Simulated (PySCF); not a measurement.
Atom-mapped SMILES (the numbers label the heavy atoms): `[CH3:1][C@H:2]([OH:3])[CH:4]1[SiH2:5][CH2:6][SiH2:7]1`; H(Xn) means a hydrogen on atom n. Ha(Si5), Ha(C6), Ha(Si7) are cis to C2 on the ring; Hb(Si5), Hb(C6), Hb(Si7) are trans to C2 on the ring.

How the numbers were obtained: σ from GIAO-PBE0/pcSseg-1, coordinates at the GFN2-xTB level, in PySCF 2.14 (one averaged value for each set of equivalent atoms, one conformer, no solvent, non-relativistic).

Question: List the cross peaks expected in HSQC, COSY and HMBC spectra.

Answer: 

HSQC (one-bond C–H):
```
           δH         δC
 3.93 (H(C2))  72.4 (C2)
 1.31 (H(C4))  33.7 (C4)
 1.12 (H(C1))  29.0 (C1)
0.52 (Hb(C6))  -9.7 (C6)
0.45 (Ha(C6))  -9.7 (C6)
```

COSY cross peaks (H two or three bonds apart, from the bond graph; peaks can be absent where the dihedral angle is near 90°):
```
            δH              δH
4.95 (Ha(Si5))  4.86 (Hb(Si5))
4.95 (Ha(Si5))    1.31 (H(C4))
4.95 (Ha(Si5))   0.52 (Hb(C6))
4.95 (Ha(Si5))   0.45 (Ha(C6))
4.86 (Hb(Si5))    1.31 (H(C4))
4.86 (Hb(Si5))   0.52 (Hb(C6))
4.86 (Hb(Si5))   0.45 (Ha(C6))
4.79 (Hb(Si7))  4.66 (Ha(Si7))
4.79 (Hb(Si7))    1.31 (H(C4))
4.79 (Hb(Si7))   0.52 (Hb(C6))
4.79 (Hb(Si7))   0.45 (Ha(C6))
4.66 (Ha(Si7))    1.31 (H(C4))
4.66 (Ha(Si7))   0.52 (Hb(C6))
4.66 (Ha(Si7))   0.45 (Ha(C6))
  3.93 (H(C2))    1.31 (H(C4))
  3.93 (H(C2))    1.12 (H(C1))
 0.52 (Hb(C6))   0.45 (Ha(C6))
```

HMBC (two and three bonds, from the bond graph):
```
            δH                               δC
4.95 (Ha(Si5))  72.4 (C2), 33.7 (C4), -9.7 (C6)
4.86 (Hb(Si5))  72.4 (C2), 33.7 (C4), -9.7 (C6)
4.79 (Hb(Si7))  72.4 (C2), 33.7 (C4), -9.7 (C6)
4.66 (Ha(Si7))  72.4 (C2), 33.7 (C4), -9.7 (C6)
  3.93 (H(C2))             33.7 (C4), 29.0 (C1)
  1.31 (H(C4))  72.4 (C2), 29.0 (C1), -9.7 (C6)
  1.12 (H(C1))             72.4 (C2), 33.7 (C4)
 0.52 (Hb(C6))                        33.7 (C4)
 0.45 (Ha(C6))                        33.7 (C4)
```

Referencing at the same level of theory: ¹H and ¹³C vs TMS.

Short H···H contacts in this conformer between protons four or more bonds apart (candidates for NOE cross peaks, intensity ∝ r⁻⁶): H(C1)···H(C4) 2.46 Å.

OH/NH shifts are gas-phase values; hydrogen bonding in solution moves them, usually downfield. Shifts are as computed. Against solution values, carbons near 30 ppm lie about +3 ppm off and those near 130 ppm about +5 ppm. Of 1309 compounds with measured shifts, 239 miss one by over three times the rms of a fit or turn the order of signals round; such compounds aren't used in these exercises.
